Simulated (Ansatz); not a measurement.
Isolated molecules relaxed with PBE0-D4/def2-TZVP in Ansatz; ΔE leaves out vibrations. CBS: MP2 limit from def2 TZ/QZ plus the TZ coupled-cluster correction, frozen cores. DFT in def2-TZVPP. For Ge outer-core shells are correlated without core-valence functions, which leaves a few kJ/mol of doubt a bond. Scalar relativity is left out up to krypton. Each species was taken in one conformer, which may not be the lowest.

Reaction (redistribution): `N[SiH2][O][GeH3]` + `[SiH3][GeH2][SiH2][GeH2][SiH3]` → `[SiH3][GeH2][SiH2][GeH2][GeH3]` + `N[SiH2]O[SiH3]`

```csv
level,ΔE (eV)
ωB97M-V,-0.88
B2PLYP,-0.88
HF/def2-TZVPP,-0.92
SCS-MP2/def2-TZVPP,-0.88
```

(1) What does CCSD(T)/CBS give? (Estimate.)

Largest T1 diagnostic among the species: 0.012.

Results:

(1) The calculation gave: -0.88 eV. The listed levels differ from it by 0.00, 0.00, -0.04, 0.00 eV.

From PBE to PBE0 (25 % exact exchange), in def2-TZVPP and without D4, ΔE moves by −0.05 eV.
